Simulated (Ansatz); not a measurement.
`BO[Si](O)(O)O`, relaxed with RKS PBE-D4/def2-SVP in Ansatz from a rough embedded geometry. The force threshold is 0.03 eV/Å; the program also tests the step.

Charge 0, multiplicity 1.

Start:

```xyz
11

B    -1.378   -0.380   -1.401
O     0.027    0.096   -1.408
Si    0.621    0.102    0.242
O     0.699   -1.466    0.767
O     2.214    0.760    0.213
O    -0.357    1.086    1.207
H    -2.234    0.370   -1.250
H    -1.540   -1.533   -1.491
H    -0.217   -1.692    1.185
H     2.123    1.640   -0.162
H     0.042    1.019    2.099
```

```
         step  energy (eV)  largest force (eV/Å)  largest move (Å)
            1  -16804.9373                 3.789             0.000
            2  -16805.4039                 2.149             0.194
            3  -16805.6564                 0.801             0.158
            4  -16805.8089                 0.525             0.200
            5  -16805.8836                 0.184             0.200
            6  -16805.9465                 0.224             0.200
            7  -16806.0042                 0.300             0.200
            8  -16806.0484                 0.265             0.200
            9  -16806.0574                 0.177             0.056
           10  -16806.0577                 0.458             0.109
           11  -16806.0698                 0.095             0.095
           12  -16806.0713                 0.058             0.074
           13  -16806.0725                 0.024             0.049
14 (rejected)  -16806.0719                 0.077             0.094
15 (rejected)  -16806.0722                 0.081             0.045
           16  -16806.0728                 0.015             0.021
           17  -16806.0729                 0.027             0.036
```

End:

```xyz
11

B    -1.406   -0.329   -1.457
O    -0.422    0.452   -0.948
Si    0.563    0.179    0.399
O     0.768   -1.432    0.721
O     2.095    0.718    0.081
O    -0.227    1.021    1.598
H    -2.006    0.069   -2.440
H    -1.690   -1.404   -0.930
H    -0.061   -1.927    0.842
H     2.134    1.608   -0.311
H     0.251    1.045    2.446
```

Hardware: 4 threads of an Arm Neoverse V1 on a shared host. Wall time 21 s, peak host memory 0.16 GiB.
